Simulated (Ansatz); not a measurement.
Basis-set extrapolation for CH₅BN₂O, SMILES `N=C(N)BO` (PBE0-D4/def2-TZVP geometry, frozen core, the Gaussian-basis code of Ansatz). Multiplicity 1, RHF reference.

|  | def2-TZVPP | def2-QZVPP |
| --- | --- | --- |
| HF | -249.373004 | -249.384871 |
| MP2 correlation | -0.908257 | -0.974093 |
| CCSD(T) correlation | -0.971703 | -1.031587 |

Energies in hartree. Use E(X) = E(∞) + A·exp(−7.88·√X) for Hartree–Fock and E(X) = E(∞) + B·X^(−2.97) for correlation, with X = 3 and 4.

Question: What is the CCSD(T) energy at the basis-set limit?

Answer: HF limit: -249.384871 + (-0.011867) × 0.13774 = -249.38651. Correlation limit: -1.031587 + (-0.059884) × 0.74074 = -1.07595. Total: -250.46246 hartree, 3.20 eV below CCSD(T)/def2-TZVPP.
